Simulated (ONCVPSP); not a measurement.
**titanium: one change to an ONCV potential, before and after**

ONCVPSP 4.0.1 input, shortened (lines: element, Z, core and valence counts, functional; n l f; lmax; l rc ep ncon nbas qcut; lloc lpopt rc5 dvloc0; l nproj debl; icmod fcfact rcfact), LDA (Perdew-Wang 92), scalar-relativistic:

```
  Ti 22.00    3    4  -001012      upf
    1    0    2.00
    2    0    2.00
    2    1    6.00
    3    0    2.00
    3    1    6.00
    3    2    2.00
    4    0    2.00
    3
    0    1.55    0.00    4    9    6.80
    1    0.95    0.00    4    9    7.90
    2    2.55    0.00    3    8    5.50
    3    2.00    0.34    4    7    5.20
    4    3    0.95    3.00
    0    2    3.80
    1    1    3.50
    2    2    0.60
    3    1    0.60
    3    3.75    1.30
```

All-electron outer shells of the reference configuration (LDA (PZ), scalar-relativistic, ld1.x):

```
shell  level (eV)  outermost node (bohr)  outermost maximum (bohr)
   2p     -443.98                      –                      0.22
   3s      -62.26                   0.40                      0.87
   3p      -38.78                   0.37                      0.90
   4s       -4.60                   1.25                      2.88
   3d       -4.46                      –                      0.97
```

Change: d: rc 2.66.

Cutoffs: the cutoffs (Ha) at which the residual kinetic energy of the hardest occupied pseudo-wave falls to 1 and 0.1 mHa per electron; they do not see the model core or the augmentation charge, which bear on the density cutoff. Errors are all-electron minus pseudo energies relative to the spin-unpolarised reference configuration.

Task: What does the change do?

Result: The potential gets neither clearly harder nor softer (33 Ha and 233 Ha → 33 Ha and 233 Ha); of the 4 tests that both files solve, the error grows in 1 and shrinks in 0 by more than 15 % and 0.3 meV (median size 1.3 → 2.1 meV); neither file shows a bound ghost.

```tsv
quantity	base	changed
cutoff, loose	33 Ha	33 Ha
cutoff, tight	233 Ha	233 Ha
loose cutoff by channel	s 17 Ha, p 33 Ha, d 12 Ha	s 17 Ha, p 33 Ha, d 12 Ha
bound ghosts	none	none
GHOST(+) flags under 300 eV	none	none
error for 3s2 3p6 3d2 4s1, meV [ΔE 7.53 eV]	+0.4	+0.2
error for 3s2 3p6 3d2 4s0, meV [ΔE 21.32 eV]	-2.2	-3.9
error for 3s2 3p6 3d1 4s0, meV [ΔE 48.52 eV]	+397	+438
error for 3s2 3p6 3d2 4s1.5, meV [ΔE 3.01 eV]	+0.1	+0.1
s: phases at 1.57 bohr within 0.05 rad from the reference energy up to (Ha; the scan ends near 5)	to the end of the scan	to the end of the scan
p: phases at 0.96 bohr within 0.05 rad from the reference energy up to (Ha; the scan ends near 5)	to the end of the scan	to the end of the scan
f: phases at 2.03 bohr within 0.05 rad from the reference energy up to (Ha; the scan ends near 5)	4.7	4.7
rms error of d²Exc/dni dnj with the model core, mHa	2.26	2.47
```
